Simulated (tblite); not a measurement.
Species: C4H12SSi3.
Numbering: `[CH:1]#[C:2][SiH2:3][S:4][SiH2:5][CH2:6][SiH2:7][CH3:8]` (hydrogens: H9 on C1; H10, H11 on Si3; H12, H13 on Si5; H14, H15 on C6; H16, H17 on Si7; H18, H19, H20 on C8)

Computed geometry: GFN2-xTB, gas phase.

(1) What internal coordinates does the optimisation give?

## Answers

(1) 
```json
{"bond": "C1≡C2", "length (bohr)": "2.273", "order": "triple"}
{"bond": "C2–Si3", "length (bohr)": "3.491", "order": "single"}
{"bond": "Si3–S4", "length (bohr)": "4.069", "order": "single"}
{"bond": "S4–Si5", "length (bohr)": "4.065", "order": "single"}
{"bond": "Si5–C6", "length (bohr)": "3.561", "order": "single"}
{"bond": "C6–Si7", "length (bohr)": "3.588", "order": "single"}
{"bond": "Si7–C8", "length (bohr)": "3.586", "order": "single"}
{"bond": "C1–H9", "length (bohr)": "1.989", "order": "single"}
{"bond": "Si3–H10, Si3–H11", "length (bohr)": "2.754", "order": "single"}
{"bond": "Si5–H12, Si5–H13", "length (bohr)": "2.760", "order": "single"}
{"bond": "C6–H14, C6–H15", "length (bohr)": "2.060", "order": "single"}
{"bond": "Si7–H16, Si7–H17", "length (bohr)": "2.775", "order": "single"}
{"bond": "C8–H18, C8–H19, C8–H20", "length (bohr)": "2.053", "order": "single"}
```

Bonds in one row agree within 0.02 bohr and their mean is given. Orders are formal, as drawn. A selection of angles:
```json
{"angle": "C1–C2–Si3", "degrees": "177.2"}
{"angle": "C2–Si3–S4", "degrees": "109.1"}
{"angle": "Si3–S4–Si5", "degrees": "103.2"}
{"angle": "S4–Si5–C6", "degrees": "106.5"}
{"angle": "Si5–C6–Si7", "degrees": "113.5"}
{"angle": "C6–Si7–C8", "degrees": "109.6"}
```

Torsions: C2–Si3–S4–Si5 -64° (synclinal); Si3–S4–Si5–C6 176° (antiperiplanar); S4–Si5–C6–Si7 180° (antiperiplanar); Si5–C6–Si7–C8 179° (antiperiplanar). The mirror-image conformer, all signs reversed, is as good.

The 4 C–Si bonds span 1.848 Å (C2–Si3, drawn single) to 1.899 Å (C6–Si7, drawn single), a spread of 0.051 Å. Si5 (SiH2 silicon) is tetrahedral (angles from 106.5° to 112.9°). Si7 (SiH2 silicon) is tetrahedral (angles from 108.6° to 110.0°). Si3 (SiH2 silicon) is distorted tetrahedral (angles from 103.5° to 114.9°).

Point group: C1 (no symmetry element, even within 0.4 Å). Its GFN2-xTB frequencies are all real (lowest 20 cm⁻¹). One conformer, not necessarily the lowest. 3 starts were optimised and ended at 0.00, 0.71 and 0.74 kcal/mol (GFN2-xTB); the lowest of these is shown.

Time: 4.0 s of wall time. Hardware: an Intel Xeon with one thread, shared host with 64 logical CPUs at a one-minute load of 61. This is the geometry optimisation.
